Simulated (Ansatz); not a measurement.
A nudged elastic band was laid between two geometries of CH5ClGe + FH (10 atoms, charge 0, multiplicity 1).

These are results of Ansatz, RKS B3LYP/def2-SVP, not measurements.

```json
{"movable images": "5", "climbing image": "yes", "spring": "5.0 eV/Å²", "optimiser": "quadratic models (default)", "start path": "through a guess of the saddle point", "force threshold": "0.03 eV/Å", "iteration limit": "60", "end points": "relaxed"}
```

First end point:

```xyz
10
Properties=species:S:1:pos:R:3
Ge -1.019 -0.180 -0.366
Cl 0.249 -0.776 -2.098
H -2.204 -1.162 -0.407
H -1.474 1.257 -0.669
C 0.100 -0.342 1.222
H 1.585 0.802 -1.403
F 1.828 1.499 -0.824
H -0.447 0.027 2.103
H 0.384 -1.392 1.383
H 0.998 0.269 1.060
```

Last end point:

```xyz
10
Properties=species:S:1:pos:R:3
Ge -0.954 0.567 -0.125
Cl 1.915 -1.399 -1.990
H -1.900 -0.398 -0.861
H -1.666 1.868 0.293
C 0.108 -0.257 1.284
H 1.346 -0.228 -1.890
F 0.215 1.097 -1.363
H -0.551 -0.745 2.018
H 0.773 -1.009 0.836
H 0.715 0.503 1.797
```

Question: What changes between the two ends?

Answer: Bonds broken: Ge1–Cl2, H6–F7. Bonds formed: Ge1–F7, Cl2–H6. CH5ClGe + FH becomes CH5FGe + ClH.

Question: Give the energies along the band, and the barrier.

Answer: The run converged. The highest image is number 3 of 0 to 6, 25.6 kcal/mol above the first end and 24.5 kcal/mol above the last; the last end lies 1.1 kcal/mol above the first. A vibrational analysis at the climbing image gives one clearly imaginary mode, 285i cm⁻¹: a first-order saddle point. The orbitals stay closed-shell, which can raise the energy where a bond breaks towards radicals; this wasn't checked here.

| image | path coordinate (Å) | energy (kcal/mol) | Ge1–Cl2 (Å) | H6–F7 (Å) | Ge1–F7 (Å) |
| --- | --- | --- | --- | --- | --- |
| 0 | 0.00 | 0.0 | 2.23 | 0.94 | 3.34 |
| 1 | 0.90 | 1.1 | 2.23 | 0.94 | 3.18 |
| 2 | 1.80 | 10.7 | 2.30 | 0.95 | 2.75 |
| 3 | 2.71 | 25.6 | 2.63 | 1.04 | 2.12 |
| 4 | 3.48 | 7.4 | 3.15 | 1.55 | 1.82 |
| 5 | 4.26 | 1.7 | 3.73 | 1.79 | 1.79 |
| 6 | 5.04 | 1.1 | 3.95 | 1.82 | 1.78 |

Question: What is the geometry of the highest image?

Answer: 
```xyz
10
Properties=species:S:1:pos:R:3:forces:R:3
Ge -0.708 0.197 -0.305 0.00 0.00 0.00
Cl 1.032 -1.188 -1.705 0.00 0.00 0.00
H -1.754 -0.682 -1.007 0.00 0.00 0.00
H -1.348 1.595 -0.104 0.00 0.00 0.00
C 0.138 -0.381 1.350 0.01 0.00 0.00
H 1.089 0.504 -1.776 0.00 0.00 0.00
F 0.639 1.381 -1.438 0.00 0.00 0.00
H -0.518 -0.122 2.197 0.00 0.00 0.00
H 0.338 -1.460 1.325 0.00 0.00 0.00
H 1.091 0.156 1.464 0.00 0.00 0.00
```

Question: What are the harmonic wavenumbers there?

Answer: 285i, 44, 116, 178, 259, 409, 444, 600, 613, 743, 835, 841, 875, 928, 1084, 1257, 1420, 1432, 2095, 2103, 2153, 3044, 3142, 3177 cm⁻¹.

The band took 30 iterations and of the order of 7 core-minutes.

Run time: 3.5 min on 2 threads of Intel(R) Xeon(R) 6975P-C (Granite Rapids), with other jobs on the host, peak memory 0.29 GiB.
